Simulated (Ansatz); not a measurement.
A run of Ansatz (development build ahead of 0.2.0) on singlet Be₆ at this shape:

```yaml
atoms:
  - { symbol: Be, position_ang: [2.1840, 0.0000, 0.0000] }
  - { symbol: Be, position_ang: [1.0920, 1.8914, 0.0000] }
  - { symbol: Be, position_ang: [-1.0920, 1.8914, 0.0000] }
  - { symbol: Be, position_ang: [-2.1840, 0.0000, 0.0000] }
  - { symbol: Be, position_ang: [-1.0920, -1.8914, 0.0000] }
  - { symbol: Be, position_ang: [1.0920, -1.8914, 0.0000] }
```

Its results:

```
Converged          : yes
Reference energy   : -87.48221 hartree
Correlation energy : -0.12201 hartree
Total energy       : -87.60422 hartree
```

Forces (eV/Å):
| atom | Fx | Fy | Fz |
| --- | --- | --- | --- |
| Be1 | 0.037 | 0.000 | 0.000 |
| Be2 | 0.018 | 0.032 | 0.000 |
| Be3 | -0.018 | 0.032 | 0.000 |
| Be4 | -0.037 | 0.000 | 0.000 |
| Be5 | -0.018 | -0.032 | 0.000 |
| Be6 | 0.018 | -0.032 | 0.000 |

Question: Which input gives this output? Name the method, the orbitals and the basis set, and write the input.

Answer: RHF-MP2 in def2-SVP. An unrestricted run that stays on the closed shell gives the same numbers.

```yaml
crystal:
  periodic: [false, false, false]
  atoms:
    - { symbol: Be, position_ang: [2.184, 0.0, 0.0] }
    - { symbol: Be, position_ang: [1.092, 1.8914, 0.0] }
    - { symbol: Be, position_ang: [-1.092, 1.8914, 0.0] }
    - { symbol: Be, position_ang: [-2.184, 0.0, 0.0] }
    - { symbol: Be, position_ang: [-1.092, -1.8914, 0.0] }
    - { symbol: Be, position_ang: [1.092, -1.8914, 0.0] }
basis:
  gaussian: { orbitals: def2-SVP }
hamiltonian:
  xc: hf
correlation:
  method: mp2
  frozen_orbitals: { Be: 0 }
output:
  forces: true
```
